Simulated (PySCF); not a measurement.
Species: B₂FH₃S.
Cartesian coordinates in Å at the PBE0-D3(BJ)/def2-SVP level; atoms count from 1:
```
atom  x, y, z in Å
B1     1.2476    0.5589    0.0977
S2     0.1732   -0.1829    1.3240
B3    -1.3831   -0.3059    0.3806
F4    -2.4140   -0.8680    0.9722
H5     0.8285    0.8355   -0.9957
H6     2.3877    0.7572    0.4294
H7    -1.4911    0.1035   -0.7475
```

Method used: PySCF 2.14.0, PBE0-D3(BJ)/def2-SVP geometry optimisation, gas phase.

Masses are those of the commonest isotopes; rigid-rotor values at the optimised geometry. The values belong to one conformer with, in the numbering `[BH2:1][S:2][BH:3][F:4]`, H–B1–S2–B3 1° and -179°, B1–S2–B3–F4 178°.

**Question.** What are A, B and C (MHz)?

**Answer.** Ia = 24.23, Ib = 152.47, Ic = 176.66 u·Å²; 505379 MHz·u·Å²/I gives A = 20859, B = 3315, C = 2861 MHz.

**Question.** What kind of rotor is it?

**Answer.** A near-prolate asymmetric top: κ = (2 × 3315 − 20859 − 2861)/(20859 − 2861) = -0.95.

**Question.** Is it planar, by Δ = Ic − Ia − Ib?

**Answer.** Not planar: Δ = Ic − Ia − Ib = -0.03 u·Å². For a rigid frame Δ = −2 Σ m c², so Σ m c² = 0.02 u·Å² lies off the ab plane: 0.00 from hydrogen and 0.01 from heavier atoms. The atom farthest from that plane is 0.06 Å away.

**Question.** Where do the levels up to J = 4 lie, in cm⁻¹?

**Answer.** Above 0(0,0):
J = 1: 1(0,1) 0.2060, 1(1,1) 0.7912, 1(1,0) 0.8063
J = 2: 2(0,2) 0.6177, 2(1,2) 1.1880, 2(1,1) 1.2335, 2(2,1) 2.9891, 2(2,0) 2.9894
J = 3: 3(0,3) 1.2345, 3(1,3) 1.7831, 3(1,2) 1.8740, 3(2,2) 3.6070, 3(2,1) 3.6085, 3(3,1) 6.5711, 3(3,0) 6.5711
J = 4: 4(0,4) 2.0556, 4(1,4) 2.5762, 4(1,3) 2.7276, 4(2,3) 4.4308, 4(2,2) 4.4351, 4(3,2) 7.3956, 4(3,1) 7.3956, 4(4,1) 11.5445, 4(4,0) 11.5445

**Question.** Predict some low-J microwave lines.

**Answer.** The dipole components are |μa| = 0.32 D, |μb| = 0.70 D, |μc| = 0.03 D. Intensities carry the squares of the components, which stand as 0.21 : 1.00 : 0.00 (a : b : c). Some of the stronger lines:

| type | branch | J(Ka,Kc) | MHz | lower level (cm⁻¹) |
| --- | --- | --- | --- | --- |
| a | Q | 1(1,0) ← 1(1,1) | 454 | 0.791 |
| a | R | 2(1,1) ← 1(1,0) | 12805 | 0.806 |
| a | R | 4(2,3) ← 3(2,2) | 24695 | 3.607 |
| b | R | 2(1,2) ← 1(0,1) | 29441 | 0.206 |
| a | R | 5(3,2) ← 4(3,1) | 30908 | 7.396 |
| b | R | 4(1,4) ← 3(0,3) | 40224 | 1.234 |
| b | Q | 3(2,1) ← 3(1,2) | 52000 | 1.874 |
| b | R | 2(2,0) ← 1(1,1) | 65899 | 0.791 |
| b | R | 3(2,2) ← 2(1,1) | 71158 | 1.233 |
| b | Q | 5(3,2) ← 5(2,3) | 88632 | 5.470 |
| b | Q | 4(3,2) ← 4(2,3) | 88884 | 4.431 |
| b | R | 3(3,1) ← 2(2,0) | 107377 | 2.989 |
| b | Q | 4(4,0) ← 4(3,1) | 124380 | 7.396 |
| b | R | 5(4,2) ← 4(3,1) | 155276 | 7.396 |
| b | R | 5(4,1) ← 4(3,2) | 155277 | 7.396 |
| b | Q | 5(5,0) ← 5(4,1) | 159920 | 12.575 |
| b | R | 5(5,0) ← 4(4,1) | 190816 | 11.544 |

Not checked by PBE0-D3(BJ)/def2-SVP frequencies. Zero-point vibration and centrifugal distortion are left out. Quadrupole hyperfine structure (11B) is left out.

On an Intel Xeon 6975P-C with one thread, shared host with 192 logical CPUs at a one-minute load of 49, this took 7.6 s of wall time and 0.32 GiB of memory at its peak. These figures are those of the optimisation.
